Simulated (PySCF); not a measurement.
C3H6O3, SMILES COC(=O)OC.

Geometry: PBE0-D3(BJ)/def2-SVP.

Vertical ionisation energy (IE) and electron affinity (EA) in eV. Rows of orbital energies are one-electron estimates. Where ΔSCF, EOM or ADC give a negative EA the extra electron is unbound and the value depends on the basis.

```tsv
level	IE	EA
−ε(HOMO), −ε(LUMO), M06-2X/def2-TZVP (PySCF)	10.27	-1.96
−ε(HOMO), −ε(LUMO), PBE/def2-TZVP (PySCF)	6.66	0.00
```
